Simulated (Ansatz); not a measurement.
Program: Ansatz 0.2.0.

C2H6BFO, SMILES `CB(F)CO`. The species carries charge 0 and has multiplicity 1. The structure was optimised at the PBE0-D4/def2-TZVP level. It is one conformer, not always the lowest.

```xyz
11

C     0.148    1.308    1.052
B     0.568    0.265   -0.033
F     1.797    0.336   -0.531
C    -0.401   -0.855   -0.552
O     0.187   -1.691   -1.523
H     0.812    1.228    1.919
H    -0.882    1.199    1.397
H     0.278    2.324    0.666
H    -1.306   -0.347   -0.932
H    -0.746   -1.420    0.332
H    -0.457   -2.348   -1.796
```

Problem. What is the dipole moment at B3LYP/def2-TZVPP? (Best estimate.)

Solution. The calculation gave: 2.76 D, with components (-2.57, -0.18, 1.00) D in this frame, pointing from negative to positive charge.

Problem. And with PBE, r2SCAN, ωB97M-V? (Best estimate.)

Solution. The calculation gave: PBE 2.60 D, r2SCAN 2.69 D, ωB97M-V 2.74 D.

Problem. Give the Mulliken charges with B3LYP, ωB97M-V, r2SCAN in def2-TZVPP. (Best estimate.)

Solution. The calculation gave: 
```json
{"atom": "C1", "B3LYP": "-0.34", "ωB97M-V": "-0.36", "r2SCAN": "-0.27"}
{"atom": "B2", "B3LYP": "0.30", "ωB97M-V": "0.28", "r2SCAN": "0.36"}
{"atom": "F3", "B3LYP": "-0.23", "ωB97M-V": "-0.23", "r2SCAN": "-0.25"}
{"atom": "C4", "B3LYP": "-0.05", "ωB97M-V": "-0.09", "r2SCAN": "0.00"}
{"atom": "O5", "B3LYP": "-0.33", "ωB97M-V": "-0.31", "r2SCAN": "-0.35"}
{"atom": "H6", "B3LYP": "0.11", "ωB97M-V": "0.12", "r2SCAN": "0.08"}
{"atom": "H7", "B3LYP": "0.09", "ωB97M-V": "0.09", "r2SCAN": "0.05"}
{"atom": "H8", "B3LYP": "0.11", "ωB97M-V": "0.12", "r2SCAN": "0.08"}
{"atom": "H9", "B3LYP": "0.08", "ωB97M-V": "0.10", "r2SCAN": "0.05"}
{"atom": "H10", "B3LYP": "0.08", "ωB97M-V": "0.10", "r2SCAN": "0.05"}
{"atom": "H11", "B3LYP": "0.17", "ωB97M-V": "0.16", "r2SCAN": "0.19"}
```

B3LYP here is the variant with VWN-RPA as its local correlation; programs differ in this.
